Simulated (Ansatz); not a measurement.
Coupled-cluster diagnostics for BiH2Br, Ansatz.

Geometry of the singlet (r2SCAN-D4/def2-TZVP):

```xyz
4

Bi   -0.2134    0.7247   -0.4313
H     0.6684   -0.5638   -1.3193
H    -1.5142   -0.4569   -0.0596
Br    1.0592    0.2960    1.8101
```

In the def2 sets Bi takes a core potential; there is no spin–orbit coupling. Correlated methods freeze 13 core orbitals; core or outer-core shells of Bi, Br are correlated, in sets that lack core-valence functions.

**Question.** Estimate the CCSD(T) correlation energy, the shares of MP2 and (T), T1 and the reference's ⟨S²⟩ for: charge 0, singlet, own geometry in def2-TZVPP; charge 0, singlet, own geometry in def2-TZVPD; charge 1, doublet, vertical in def2-TZVPP; charge -1, doublet, vertical in def2-TZVPD; and the rough time on 2 threads of Intel Xeon 6975P-C on a shared host.

**Answer.** 
| state | basis | correlation (eV) | MP2 share (%) | (T) share (%) | T1 | ⟨S²⟩ (pure) | wall time |
| --- | --- | --- | --- | --- | --- | --- | --- |
| charge 0, singlet, own geometry | def2-TZVPP | -19.726 | 98.9 | 2.8 | 0.011 | 0.00 (0.00) | 6 s |
| charge 0, singlet, own geometry | def2-TZVPD | -19.652 | 98.8 | 2.8 | 0.012 | 0.00 (0.00) | 7.5 s |
| charge 1, doublet, vertical | def2-TZVPP | -18.989 | 97.6 | 2.9 | 0.036 | 0.77 (0.75) | 28 s |
| charge -1, doublet, vertical | def2-TZVPD | -20.135 | 99.2 | 2.9 | 0.014 | 0.76 (0.75) | 34 s |
Customary marks for T1 are 0.02 (closed shells), 0.045 (open shells) and about 0.05 (3d metals). T1 exceeds 0.02 in 1 of 4 rows and 0.045 in 0; the higher it lies, the less the single-reference result can be trusted.
